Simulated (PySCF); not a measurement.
# Radial density of S (sulfur, neutral)

UHF, [Ne] 3s2 3p3 3d1, high-spin 5D determinant (an excited configuration). All numbers are calculated (PySCF 2.14, no relativity, point nucleus, in aug-cc-pV(T+d)Z (6s5p4d2f, 55 functions)).

```tsv
r (bohr)	4πr²ρ (e/bohr)	4πr²(ρα − ρβ)
0.00210	0.1377	0.0000
0.00352	0.3724	0.0000
0.00593	0.9753	0.0000
0.00997	2.426	0.0000
0.0168	5.524	0.0002
0.0282	10.87	0.0013
0.0474	16.79	0.0085
0.0798	17.78	0.0430
0.134	12.81	0.1557
0.226	14.07	0.3242
0.380	17.35	0.2271
0.639	7.509	0.0361
1.07	2.854	1.1421
1.81	2.965	1.8385
3.04	0.8886	0.7302
5.11	0.1429	0.1406
8.60	0.0001720	0.0002
```

The outer electron is Rydberg-like, and this basis confines it to a smaller radius and binds it less than a complete one would.
